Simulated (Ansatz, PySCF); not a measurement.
Sn(F)3(SiH3) (F3H3SiSn), SMILES [F][Sn]([F])([SiH3])[F]. Atoms are numbered in the order given.

```xyz
8

F      1.5119    -0.8729    -1.0468
Sn    -0.0002     0.0001    -0.2358
F      0.0000     1.7458    -1.0476
F     -1.5119    -0.8729    -1.0476
Si     0.0000     0.0000     2.3286
H      1.2341     0.7124     2.7541
H      0.0001    -1.4250     2.7541
H     -1.2340     0.7124     2.7545
```
Charge 0, spin multiplicity 1.

The structure is a stationary point at PBE0-D3(BJ)/def2-SVP. The def2 effective core potentials stand for the cores of Sn; spin–orbit coupling is left out.

Two levels are set side by side: PBE-D3(BJ)/def2-SVP (Ansatz, a quantum-chemistry and plane-wave program) and PBE0-D3(BJ)/def2-SVP (Ansatz). Each level has its own optimised geometry; the coordinates shown are those of the second. Frequencies come from the Hessian of PySCF at each geometry. Differences are taken from unrounded values.

| quantity | PBE0-D3(BJ) | PBE-D3(BJ) | PBE-D3(BJ) minus PBE0-D3(BJ) |
|---|---|---|---|
| mean bond length (Å) | 1.829 | 1.847 | 0.018 |
| bond F1–Sn2 (Å) | 1.925 | 1.949 | 0.024 |
| bond Sn2–F3 (Å) | 1.925 | 1.949 | 0.024 |
| bond Sn2–F4 (Å) | 1.925 | 1.949 | 0.024 |
| bond Sn2–Si5 (Å) | 2.564 | 2.586 | 0.022 |
| bond Si5–H6 (Å) | 1.487 | 1.498 | 0.011 |
| bond Si5–H7 (Å) | 1.487 | 1.498 | 0.011 |
| bond Si5–H8 (Å) | 1.487 | 1.498 | 0.011 |
| highest harmonic wavenumber (cm⁻¹) | 2284 | 2215 | -69 |
| mean harmonic wavenumber (cm⁻¹) | 751 | 722 | -29 |
| zero-point energy (kcal/mol) | 19.32 | 18.57 | -0.75 |

GGA bonds tend to be longer and softer than those of functionals with exact exchange. Differences between two approximate levels are no errors against the true value.
